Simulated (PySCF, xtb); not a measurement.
C3H14Si3, SMILES C[SiH2]CC[SiH2][SiH3].

GFN2-xTB (xtb) at its own geometry gives an orbital gap of 4.36 eV and a dipole moment of 0.40 D.

The structure is a stationary point at B3LYP-D3(BJ)/def2-SVP. The structure was generated by enumeration, and PubChem lists no compound with its InChIKey, so it may never have been made. Other conformers were not sampled.

Q: What does PBE/def2-TZVP in PySCF give? (An estimate is asked for; the answer gives what the named calculation found.)

A: gap 5.80 eV (levels -6.57 and -0.78 eV), dipole 0.88 D.
